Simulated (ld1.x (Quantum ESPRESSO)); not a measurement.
What one change does to a pseudopotential (oxygen (O), ultrasoft)

- Element: O (Z = 8)
- Generator: ld1.x (Quantum ESPRESSO) 7.5
- Type: ultrasoft
- Functional: PBE
- Relativity: non-relativistic
- Frozen core: [He]
- Valence charge: 6
- Reference configuration: 2s1.5 2p4.5
- Partial waves: 2s (bound): rcut 0.70, rcutus 0.95 bohr; 2s channel at 2.2 Ry: rcut 0.70, rcutus 0.95 bohr; 2p (bound): rcut 1.40, rcutus 1.65 bohr; 2p channel at -0.15 Ry: rcut 1.40, rcutus 1.65 bohr
- Local potential: all-electron potential smoothed inside 0.70 bohr (lloc = -2)
- Core correction: Bessel-smoothed model core inside 0.45 bohr
- Augmentation charge: PSQ, radius 0.55 bohr

All-electron outer shells of the reference configuration (PBE, non-relativistic, ld1.x):

| shell | level (eV) | outermost node (bohr) | outermost maximum (bohr) |
| --- | --- | --- | --- |
| 2s | -24.15 | 0.28 | 0.87 |
| 2p | -9.25 | – | 0.82 |

Change: all radii but the core radius scaled by about 1.04 (s 0.98, p 1.72 bohr, rcut 0.72/1.46); local potential all-electron potential smoothed inside 0.72 bohr (lloc = -2); augmentation PSQ, radius 0.58 bohr.

Cutoffs: the cutoffs (Ry, on a coarse ladder) from which the occupation-weighted sum of valence levels, in a spherical-Bessel basis at the reference potential, stays within 10 and 1 mRy of its value at 400 Ry; they do not see the model core or the augmentation charge, which bear on the density cutoff. Errors are all-electron minus pseudo energies relative to the spin-unpolarised reference configuration.

**Question.** Predict the effect on cutoff, ghosts and configuration errors.

**Answer.** The potential gets neither clearly harder nor softer (25 Ry and 45 Ry → 25 Ry and 45 Ry); of the 7 tests that both files solve, the error grows in 1 and shrinks in 5 by more than 15 % and 0.3 meV (median size 5.7 → 5.0 meV); neither file shows a bound ghost.

```csv
quantity,base,changed
"cutoff, loose",25 Ry,25 Ry
"cutoff, tight",45 Ry,45 Ry
loose cutoff by channel (10 mRy a level),"s 15 Ry, p 25 Ry","s 15 Ry, p 21 Ry"
bound ghosts,none,none
"error for 2s2 2p4, meV [ΔE -7.44 eV]",+3.7,+3.0
"error for 2s2 2p3, meV [ΔE 9.00 eV]",+5.7,+3.1
"error for 2s2 2p2, meV [ΔE 42.59 eV]",+5.3,-5.0
"error for 2s1 2p5, meV [ΔE 7.45 eV]",+3.7,+3.0
"error for 2s2 2p0, meV [ΔE 173.36 eV]",+76,+55
"error for 2s0 2p6, meV [ΔE 22.39 eV]",+33,+27
"error for 2s2 2p1, meV [ΔE 96.46 eV]",+9.3,-14
lowest overlap eigenvalue by channel,"s 0.54, p 0.98","s 0.54, p 1.00"
```
